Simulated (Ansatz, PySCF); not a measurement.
Energy difference 2 R1 → P1, each structure at its B3LYP-D3(BJ)/def2-TZVP stationary point, reached from a drawn start (curvature not checked).
R1: As2 (SMILES [As]#[As]), charge 0, multiplicity 1.
P1: As4 (SMILES [As]12[As]3[As]1[As]23), charge 0, multiplicity 1.

P less R. No zero-point or thermal terms; no spin–orbit coupling.

Correlated levels freeze the cores. In cc and def2 sets filled d and f shells under p-block atoms count as core. CBS(a, b) extrapolates the correlation energy as X⁻³ and adds the Hartree–Fock energy of set b.

Programs: Ansatz (Gaussian orbitals); PySCF for the D3/D4 terms. No computed number here is a measurement.

| level | reaction energy (eV) |
|---|---|
| PBE-D3(BJ)/def2-TZVPP | -2.972 |
| r2SCAN-D4/def2-TZVPP | -2.933 |
| BHLYP-D4/def2-TZVPP | -2.670 |
| CAM-B3LYP-D4/def2-TZVPP | -2.498 |
| MP2/cc-pVDZ | -1.937 |
| MP2/cc-pVQZ | -2.754 |
| SCS-MP2/cc-pVDZ | [?] |
| CCSD/cc-pVTZ | [?] |
| CCSD(T)/CBS(cc-pVTZ, cc-pVQZ) | [?] |

Q: Complete the blanks.

A: 
- SCS-MP2/cc-pVDZ, reaction energy (eV): -1.728
- CCSD/cc-pVTZ, reaction energy (eV): -2.193
- CCSD(T)/CBS(cc-pVTZ, cc-pVQZ), reaction energy (eV): -2.544

Ansatz is a program for electronic structure.
